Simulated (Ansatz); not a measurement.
Ligand exchange: GeH2(CH3)Cl + MgH(SH) → GeH2(CH3)(SH) + MgHCl

Species: GeH2(CH3)Cl, singlet; MgH(SH), singlet; GeH2(CH3)(SH), singlet; MgHCl `[MgH][Cl]`, singlet. The partners trade Cl for SH: Ge–Cl and Mg–SH bonds give way to Ge–SH and Mg–Cl.

Shapes, held fixed at every level: PBE0-D4/def2-TZVP. Flexible molecules stand in one conformer, not always the lowest. Programs: Ansatz 0.2.0. The zero-point and thermal change to 298 K, harmonic and unscaled (PBE0-D4/def2-TZVP), is +2.2 kJ/mol.

Problem. Estimate ΔH(298 K) of this reaction.

Solution. The highest level, CCSD(T)/def2-TZVPP, gives ΔH(298 K) = -36.2 kJ/mol; the levels span -41.3 to -34.1. The column of differences is taken from that level and isn't an error. No measured value is set beside it here. Relativity is left out for Ge unless named. Correlated rows may include outer-core shells of Ge, Mg, which these sets cover unevenly.

```tsv
level	kind	ΔH(298 K) (kJ/mol)	less CCSD(T)/def2-TZVPP
SPW92/def2-TZVPP	LDA	-34.1	+2.1
PBE0-D4/def2-TZVPP	global hybrid	-36.2	0.0
wB97M-V/def2-TZVPP	range-separated hybrid	-36.3	-0.1
MP2/def2-TZVPP	perturbation theory	-37.3	-1.1
CCSD/def2-SVP	coupled cluster or CI	-41.3	-5.1
CCSD/def2-TZVPP	coupled cluster or CI	-36.7	-0.5
CCSD(T)/def2-TZVPP	coupled cluster or CI	-36.2	0.0
```
